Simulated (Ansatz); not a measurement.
Ansatz (a first-principles code) input (CCSD(T)/6-31G):

Ansatz 0.2 input:
```yaml
crystal:
  periodic: [false, false, false]
  atoms:
    - {symbol: C, position_ang: [-1.52379418, 0.06130286, 0.07646245]}
    - {symbol: C, position_ang: [-0.32880716, -0.32837335, -0.77946214]}
    - {symbol: C, position_ang: [1.00775955, -0.07716829, -0.13590950]}
    - {symbol: O, position_ang: [1.16751738, 0.39077004, 0.96138732]}
    - {symbol: H, position_ang: [-1.52549417, -0.49086208, 1.01625237]}
    - {symbol: H, position_ang: [-1.49533263, 1.12247111, 0.32386088]}
    - {symbol: H, position_ang: [-2.45717114, -0.14613921, -0.44755506]}
    - {symbol: H, position_ang: [-0.32357628, 0.20529229, -1.73836024]}
    - {symbol: H, position_ang: [-0.35341482, -1.39076380, -1.05338353]}
    - {symbol: H, position_ang: [1.88390076, -0.36072591, -0.75845780]}
basis:
  gaussian:
    orbitals: 6-31G
magnetization: {spin_polarized: false}
correlation: {method: ccsd_t, electrons: outside_noble_gas}
```

End of the output:

```
4 core orbitals not correlated
reference -5220.83830739 eV, -191.8622689854 hartree; 12, 12 occupied and 32, 32 virtual orbitals, 648 factors
second order -10.76484627 eV of doubles, -0.00000000 eV of singles
coupled cluster: 0.10 GiB planned
cycle   1  -11.11623384 eV  change   -3.5e-1 eV  update   9.7e-2
cycle   2  -11.52034110 eV  change   -4.0e-1 eV  update   3.1e-2
cycle   3  -11.66029497 eV  change   -1.4e-1 eV  update   1.6e-2
cycle   4  -11.66180816 eV  change   -1.5e-3 eV  update   3.5e-3
cycle   5  -11.66329270 eV  change   -1.5e-3 eV  update   1.3e-3
cycle   6  -11.66323442 eV  change    5.8e-5 eV  update   3.8e-4
cycle   7  -11.66292209 eV  change    3.1e-4 eV  update   1.3e-4
cycle   8  -11.66292207 eV  change    2.1e-8 eV  update   4.2e-5
cycle   9  -11.66293508 eV  change   -1.3e-5 eV  update   1.3e-5
perturbative correction -0.30093267 eV, -0.0110590717 hartree
Total energy: -5232.80217514 eV, -192.3019330157 hartree
```
